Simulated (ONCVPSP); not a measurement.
Potentials for ruthenium compared

Generated with ld1.x 7.5 (TM, RRKJ, ultrasoft, PAW), atompaw 4.2 or ONCVPSP 4.0.1. The cutoff is in Ry: for ld1.x and atompaw files where the sum of valence levels is converged to 10 mRy in a Bessel basis, for ONCV files where the hardest occupied wave has 1 mHa per electron of residual kinetic energy. The error is the largest all-electron minus pseudo excitation energy over each file’s own four to seven test configurations (ionisations up to +4, promotions, holes and added fractions of an electron), all of which were solved. The labels leave out finer settings (local radius, basis sizes, second energies), which also bear on the numbers. Spin-polarised tests are not counted. The rows are a selection from randomly drawn settings: files with unsolved tests, undetermined cutoffs or missed reference levels are left out.

A true bound ghost makes a file unfit for plane-wave use even where its test errors are small: the radial tests pick states by their node count and pass the ghost by.

```csv
potential,cutoff (Ry),largest error (meV),bound ghosts
"ONCV, PBE, scalar-relativistic, rc 1.05/1.60/1.05 (spd), local d, core correction yes, reference 4s2 4p6 4d7 5p1, qcut 6.3/10/10.1, projectors 1/2/0",193,-29,none
"ONCV, PBE, scalar-relativistic, rc 1.40/1.10/1.65 (spd), local smoothed, core correction no, reference 4s2 4p6 4d7, qcut 7.7/8.8/9.7, projectors 3/1/3",72,+2.2,none
"ONCV, PBE, scalar-relativistic, rc 1.75/1.40/1.50 (spd), local smoothed, core correction no, reference 4s2 4p6 4d7, qcut 7.1/12.1/7.5, projectors 1/2/1",90,+996,none
"ONCV, PBE, fully relativistic, rc 1.60/1.45/2.25 (spd), local smoothed, core correction no, reference 4s2 4p6 4d7 5s1, qcut 7.3/9/8.3, projectors 2/2/1",56,-42,none
"ONCV, LDA (Perdew-Wang 92), scalar-relativistic, rc 1.80/1.85/1.70/2.00 (spdf), local smoothed, core correction yes, reference 4s2 4p6 4d7 5s1, qcut 8.5/7.1/7.4/5.9, projectors 2/2/2/2",42,+3.9,none
"ONCV, PBE, fully relativistic, rc 1.45/1.25/1.75 (spd), local smoothed, core correction no, reference 4s2 4p6 4d7 5s1, qcut 8.4/6.2/9.5, projectors 2/2/2",152,+2.6,none
"ONCV, PBEsol, non-relativistic, rc 1.50/1.85/2.10 (spd), local smoothed, core correction no, reference 4s2 4p6 4d7, qcut 8.5/5.9/7.2, projectors 2/3/1",50,+27,none
```

Fill in the row for Ru: ONCV, PBE, scalar-relativistic, rc 2.05/1.20/2.05 (spd), local smoothed, core correction yes, reference 4p6 4d7 5s1, qcut 2.5/8/7.4, projectors 2/2/2.

cutoff 57 Ry, largest error +56 meV, bound ghosts: s.
